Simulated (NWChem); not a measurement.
System: CH₅MgNS; SMILES C[S][Mg][NH2]

```xyz
9

Mg     0.1773    -1.0082     0.0042
N     -0.2335    -2.8538    -0.0029
H     -0.3592    -3.4434     0.8131
H     -0.3598    -3.4353    -0.8245
S      0.6532     1.2504    -0.0013
C     -1.0264     2.0433     0.0002
H     -1.6043     1.7751    -0.8877
H     -0.8667     3.1244    -0.0083
H     -1.5962     1.7878     0.8971
```
Atoms are numbered in this order, from 1.

Program: NWChem. Structure relaxed at the B3LYP/6-31G* (spherical d) level.

Problem. What does the run give for TPSS/pcseg-1? Quantities: highest occupied level (eV); orbital gap (eV); dipole (D).

Solution. 
| Item | Result |
|---|---|
| highest occupied level (eV) | -4.75 |
| orbital gap (eV) | 3.29 |
| dipole (D) | 2.06 |
